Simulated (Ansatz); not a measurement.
Reaction (ligand exchange at the Si–C bond): `C[SiH2]P` + CH₃OH → `CO[SiH2]P` + CH₄

Isolated molecules relaxed with PBE0-D4/def2-TZVP in Ansatz; ΔE leaves out vibrations. CCSD(T)/CBS is the MP2 limit (def2-TZVPP, def2-QZVPP) plus CCSD(T) − MP2 in def2-TZVPP, frozen cores. This one scheme is used for every species. Functionals use def2-TZVPP. B3LYP here is the variant with VWN-RPA as its local correlation; programs differ in this. Each species was taken in one conformer, which may not be the lowest.

`C[SiH2]P`:

Cartesian coordinates in Å:
```
C 1.203 0.149 -0.927
Si -0.500 -0.316 -0.305
P -0.985 0.907 1.530
H 1.441 -0.397 -1.842
H 1.967 -0.088 -0.183
H 1.257 1.219 -1.142
H -0.568 -1.780 -0.042
H -1.534 0.015 -1.324
H -2.140 0.147 1.854
H -0.140 0.145 2.382
```

CH₃OH:

Cartesian coordinates in Å:
```
C 0.274 -0.083 0.211
O -0.511 0.722 -0.637
H 1.140 0.511 0.505
H 0.637 -0.989 -0.290
H -0.261 -0.377 1.122
H -1.280 0.217 -0.911
```

`CO[SiH2]P`:

Cartesian coordinates in Å:
```
C 0.906 -0.240 1.636
O 0.448 -1.002 0.543
Si 0.111 -0.348 -0.926
P -1.553 1.168 -0.758
H 0.185 0.536 1.917
H 1.043 -0.912 2.485
H 1.866 0.241 1.413
H -0.211 -1.497 -1.804
H 1.290 0.395 -1.459
H -2.589 0.208 -0.898
H -1.497 1.452 -2.150
```

CH₄:

Z-matrix (Å, degrees):
```
C
H 1 1.090
H 1 1.090 2 109.5
H 1 1.090 2 109.5 3 -120.0
H 1 1.090 2 109.5 3 120.0
```

Is it downhill or uphill in electronic energy at CCSD(T)/CBS, and by how much? (Best estimate.)

The calculation gave: Downhill: ΔE = -22.9 kcal/mol.

What do these levels give: PBE-D4, PBE0-D4, B3LYP-D4, ωB97M-V, B2PLYP, PBE, r2SCAN, HF/def2-TZVPP, SCS-MP2/def2-TZVPP, CCSD/def2-TZVPP, CCSD(T)/def2-TZVPP, MP2/CBS(def2)? (Best estimate.)

Ansatz gave: PBE-D4 -21.0, PBE0-D4 -21.2, B3LYP-D4 -24.1, ωB97M-V -22.9, B2PLYP -23.9, PBE -20.6, r2SCAN -23.1, HF/def2-TZVPP -25.4, SCS-MP2/def2-TZVPP -24.0, CCSD/def2-TZVPP -23.1, CCSD(T)/def2-TZVPP -23.0, MP2/CBS(def2) -23.5 kcal/mol.

Largest T1 diagnostic among the species: 0.012.

In def2-TZVPP, CCSD(T) changes the Hartree–Fock value by +2.4 kcal/mol (the triples alone add +0.1 kcal/mol) and MP2 by +1.8 kcal/mol.
